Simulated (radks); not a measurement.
Results of a calculation; reference values are marked as such.
The hydrogen anion H-, [He], held by a Watson sphere: a shell of charge +1.41 at radius R that stands for the Madelung well of a crystal (potential energy -1.41/R inside, -1.41/r outside, in hartree with lengths in bohr). Code: a radial shooting solver on a logarithmic mesh with Libxc functionals. Model: non-relativistic Kohn-Sham, PBE, spin-polarised, spherical densities, point nucleus. Response by self-consistent Sternheimer equations with the Hartree and adiabatic LDA kernel. The sphere does not respond.

\begin{tabular}{lrrrrr}
R (bohr) & e(1s) (eV) & <r> 1s (bohr) & sum of <r^2> (bohr^2) & X-ray form factor at sin(theta)/lambda = 0.1 1/angstrom & alpha (bohr^3) \\ \hline
2.37 & -10.003 & 1.818 & 8.693 & 1.480 & 14.86 \\
2.48 & -9.669 & 1.852 & 9.044 & 1.463 & 16.13 \\
2.62 & -9.272 & 1.893 & 9.486 & 1.444 & 17.82 \\
2.74 & -8.954 & 1.927 & 9.858 & 1.427 & 19.34 \\
3.15 & -7.995 & 2.032 & 11.09 & 1.377 & 24.97 \\
\end{tabular}
